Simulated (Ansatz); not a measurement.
Ansatz (a first-principles code) input (RPA@PBE/def2-QZVPP):
A basis named .json is the Basis Set Exchange file of that set.

Ansatz 0.2 input:
```yaml
crystal:
  periodic: [false, false, false]
  atoms:
    - {symbol: In, position_ang: [0.00000000, 0.00000000, 0.00000000]}
    - {symbol: F, position_ang: [0.00000000, 0.00000000, 1.85519857]}
    - {symbol: F, position_ang: [-0.00000000, -0.00000000, -1.85519857]}
basis:
  gaussian:
    orbitals: def2-QZVPP.json
hamiltonian:
  xc: pbe
total_charge: 1
magnetization: {spin_polarized: false}
correlation: {method: rpa, electrons: outside_noble_gas}
```

Output:

```
Functional definition: PBE
integrals: 0.30 GiB planned
1258 factors; integrals over basis functions are off by at most 1.1e-3 eV
mean field: 0.95 GiB planned
mean field evaluation 1: about -10571.6927 eV, gradient 1.3e2 eV
mean field evaluation 2: about -10571.6956 eV, gradient 1.3e2 eV
mean field evaluation 4: about -10595.2027 eV, gradient 3.2e1 eV
mean field evaluation 8: about -10597.6470 eV, gradient 1.0e0 eV
mean field evaluation 16: about -10597.6476 eV, gradient 1.8e-5 eV
mean field evaluation 32: about -10554.0892 eV, gradient 2.4e1 eV
mean field -10597.64763475 eV, -389.4563672333 hartree, gradient 9.8e-7 eV, S^2 0.000000; 0 other end points of the search recorded, 0 dependent functions left out
11 core orbitals not correlated, not the lowest: weight in the atoms' cores, before any rotation towards them, 0.846 or more for the frozen orbitals, at most 0.121 for the correlated occupied ones
reference -10554.13504304 eV, -387.8573089820 hartree; 8, 8 occupied and 177, 177 virtual orbitals, 1258 factors
Total energy: -10579.51062491 eV, -388.7898444156 hartree
```
